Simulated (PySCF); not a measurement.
AlAsH4O, SMILES [AsH2][AlH][OH].

Geometry: ωB97X-D3(BJ)/def2-SVP. One conformer was computed; it need not be the lowest.

Level of theory: IEF-PCM-M06-2X/def2-SVP run with PySCF.

The values are the electrostatic part of the solvation free energy, E(continuum) − E(gas) at the gas-phase geometry, in a cavity of scaled van der Waals radii (PySCF's table); cavitation and dispersion terms are not included. A continuum can't describe solvent molecules that bind to the metal. In vacuum the orbital gap is 7.94 eV. The dipole moment in vacuum is 1.84 D.

Computed values in water (ε = 78.36), methanol (ε = 32.61), acetone (ε = 20.49):
| solvent | ε | ΔG(elec) (kcal/mol) | dipole (D) | gap (eV) |
|---|---|---|---|---|
| water | 78.36 | -6.6 | 2.48 | 8.30 |
| methanol | 32.61 | -6.4 | 2.45 | 8.29 |
| acetone | 20.49 | -6.2 | 2.43 | 8.28 |
